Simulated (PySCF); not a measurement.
Several orderings of computed values.

Each SMILES stands for a single optimised conformer of the isolated species, non-relativistic unless stated; the electronic structure was computed with PySCF and density fitting.

The conformers computed, where there is a choice (atom-mapped SMILES and torsion angles):
- `[CH3:1][O:2][CH2:3][C:4](=[O:5])[O:6][SiH3:7]`: C1–O2–C3–C4 -70°, O2–C3–C4–O5 4°, C3–C4–O6–Si7 179°
- `[CH:1]#[C:2][CH2:3][CH2:4][OH:5]`: C2–C3–C4–O5 -64°, H–O5–C4–C3 55°
- `[CH3:1][CH2:2][C@@H:3]([CH3:4])[S@:5]([CH3:6])=[O:7]`: C1–C2–C3–C4 -55°, C2–C3–S5–C6 161°
- `[CH3:1][CH2:2][CH:3]=[C:4]=[O:5]`: C1–C2–C3–C4 112°

Question: Rank by dipole moment, highest first (PBE0/def2-SVPD at GFN2-xTB geometries).
A. `C#CCCO`
B. `CC[C@@H](C)[S@](C)=O`
C. `F[SiH2][SiH3]`
D. `COCC(=O)O[SiH3]`

Answer: B (3.81 D), D (2.15 D), C (1.66 D), A (1.43 D).

Question: Rank by HOMO–LUMO gap, highest first (PBE0/def2-SVPD at GFN2-xTB geometries).
A. `F[SiH2][SiH3]`
B. `C#CCCO`
C. `CC[C@@H](C)[S@](C)=O`
D. `COCC(=O)O[SiH3]`

Answer: B (8.38 eV), A (7.95 eV), D (7.42 eV), C (7.11 eV).

Question: Rank by static isotropic polarisability, lowest first (PBE0/def2-SVPD at GFN2-xTB geometries).
A. `F[SiH2][SiH3]`
B. `CC[C@@H](C)[S@](C)=O`
C. `COCC(=O)O[SiH3]`
D. `C#CCCO`

Answer: D (51.5 au), A (56.9 au), C (73.4 au), B (87.0 au).

Question: Rank by smallest rotational constant, lowest first (GFN2-xTB).
A. `[CH2]C1=NSC=C1` [radical]
B. `C#CCCO`
C. `CCC=C=O`
D. `F[SiH2][SiH3]`
E. `COCC(=O)O[SiH3]`

Answer: E (0.937 GHz), A (2.053 GHz), C (2.366 GHz), B (2.786 GHz), D (2.994 GHz).

Question: By how much do the two ends of that ranking differ?

Answer: By 2.057 GHz, between `F[SiH2][SiH3]` and `COCC(=O)O[SiH3]`.

Question: Rank by HOMO energy, highest first (PBE0/def2-SVPD at GFN2-xTB geometries).
A. `COCC(=O)O[SiH3]`
B. `F[SiH2][SiH3]`
C. `C#CCCO`
D. `CC[C@@H](C)[S@](C)=O`

Answer: D (-6.58 eV), A (-7.62 eV), C (-7.84 eV), B (-8.77 eV).

Question: Rank by electronic spatial extent ⟨r²⟩ about the centre of nuclear charge, lowest first (PBE0/def2-SVPD at GFN2-xTB geometries).
A. `F[SiH2][SiH3]`
B. `C#CCCO`
C. `O=C(O[SiH3])COC`
D. `C[S@](=O)[C@@H](CC)C`

Answer: A (433 bohr²), B (457 bohr²), D (1029 bohr²), C (1237 bohr²).

Question: By how much do the two ends of that ranking differ?

Answer: By 804 bohr², between `COCC(=O)O[SiH3]` and `F[SiH2][SiH3]`.
